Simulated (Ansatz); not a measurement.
`[F][SnH]([Cl])[GeH3]` + H₂ → `[Cl][SnH2][GeH3]` + H–F  (hydrogenolysis of the Sn–F bond)

Computed with Ansatz on PBE0-D4/def2-TZVP structures; ΔE is electronic, products minus reactants. CBS: MP2 limit from def2 TZ/QZ plus the TZ coupled-cluster correction, frozen cores. This one scheme is used for every species. Functionals use def2-TZVPP. B3LYP here is the variant with VWN-RPA as its local correlation; programs differ in this. def2 core potentials past Kr. For Ge, Sn outer-core shells are correlated without core-valence functions, which leaves a few kJ/mol of doubt a bond. Scalar relativity is left out up to krypton.

(1) Is it downhill or uphill in electronic energy at CCSD(T)/CBS, and by how much? (Estimate.)

(2) What do these levels give: LDA (SPW92), PBE0-D4, B3LYP-D4, r2SCANh-D4, BLYP, r2SCAN, BHLYP, CAM-B3LYP, CCSD/def2-SVP, HF/def2-TZVPP, MP2/def2-QZVPP, CCSD/CBS(def2)? (An estimate is asked.)

Largest T1 diagnostic among the species: 0.013.

Answers

(1) The calculation gave: Uphill: ΔE = +40.4 kJ/mol.

(2) The calculation gave: LDA (SPW92) 32.3, PBE0-D4 34.9, B3LYP-D4 47.7, r2SCANh-D4 46.1, BLYP 55.7, r2SCAN 50.8, BHLYP 38.8, CAM-B3LYP 44.5, CCSD/def2-SVP 34.2, HF/def2-TZVPP 32.3, MP2/def2-QZVPP 41.9, CCSD/CBS(def2) 37.1 kJ/mol.

From PBE to PBE0 (25 % exact exchange), in def2-TZVPP and without D4, ΔE moves by −11.0 kJ/mol. Leaving LDA and LC-ωPBE aside and taking each functional with its dispersion term where it has one, the values, not all of them listed here, spread over 26.3 kJ/mol, from PBE-QIDH to BLYP-D4. LDA lies −12.6 kJ/mol from PBE without D4. At CCSD(T), def2-SVP lies −3.8 kJ/mol from the extrapolated value and def2-TZVPP −7.6 kJ/mol.
